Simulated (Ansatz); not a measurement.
Cost and result up the ladder for `C#CCCCCCCCCCC` (34 atoms). The state is a singlet with charge 0. Geometry: r2SCAN-D4/def2-SVP.

Cartesian coordinates in Å:
```
C -3.531 -3.640 2.945
C -3.016 -2.546 2.826
C -2.423 -1.225 2.662
C -3.198 -0.329 1.681
C -2.648 1.096 1.601
C -1.180 1.217 1.181
C -0.858 0.604 -0.180
C 0.582 0.849 -0.627
C 0.904 0.239 -1.990
C 2.310 0.542 -2.510
C 3.444 -0.051 -1.674
C 4.822 0.205 -2.276
H -3.980 -4.609 3.058
H -1.378 -1.343 2.324
H -2.366 -0.727 3.649
H -4.255 -0.295 1.994
H -3.193 -0.805 0.685
H -2.781 1.587 2.583
H -3.272 1.669 0.891
H -0.525 0.765 1.949
H -0.909 2.289 1.164
H -1.553 1.013 -0.939
H -1.046 -0.486 -0.160
H 0.775 1.939 -0.660
H 1.268 0.446 0.141
H 0.760 -0.858 -1.942
H 0.163 0.605 -2.724
H 2.446 1.639 -2.579
H 2.399 0.164 -3.545
H 3.411 0.361 -0.649
H 3.280 -1.141 -1.566
H 4.903 -0.230 -3.285
H 5.020 1.287 -2.368
H 5.624 -0.228 -1.659
```

Ansatz on 4 threads of Intel Xeon Platinum 8488C on a shared host. Times are rough, and most runs start from the orbitals of an earlier one. PBE0-D4/def2-TZVP serves as the yardstick here, not as an exact answer. Differences are given only for rows in sets of like size (and for xTB, whose basis is part of the method), since another set adds its own error. Binding counts from free atoms at the same level (C triplet, H doublet; other spins of the atoms weren't run), without zero-point energy or a counterpoise term.

Correlated methods freeze 12 core orbitals. The rows differ in basis, and correlated rows in double-zeta sets carry the largest basis error.

Correlated methods converge slowly with the basis, most of all in double-zeta sets.

| level | functions | wall time | binding energy per atom (eV) | difference from PBE0-D4/def2-TZVP (eV) |
| --- | --- | --- | --- | --- |
| HF/STO-3G | 82 | 0.6 s | 4.01 | – |
| PBE-D4/def2-SVP | 278 | 3 s | 4.40 | – |
| LDA (SPW92)/def2-TZVP | 504 | 4.1 s | 4.85 | 0.54 |
| PBE0-D4/def2-SVP | 278 | 6 s | 4.36 | – |
| MP2/def2-SVP | 278 | 7 s | 4.16 | – |
| PBE-D4/def2-TZVP (with forces) | 504 | 8.5 s | 4.36 | 0.05 |
| r2SCAN-D4/def2-TZVP | 504 | 10 s | 4.28 | -0.03 |
| PBE0-D4/def2-TZVP (with forces) | 504 | 24 s | 4.31 | 0.00 |
| B97M-V/def2-TZVP | 504 | 25 s | 4.27 | -0.04 |
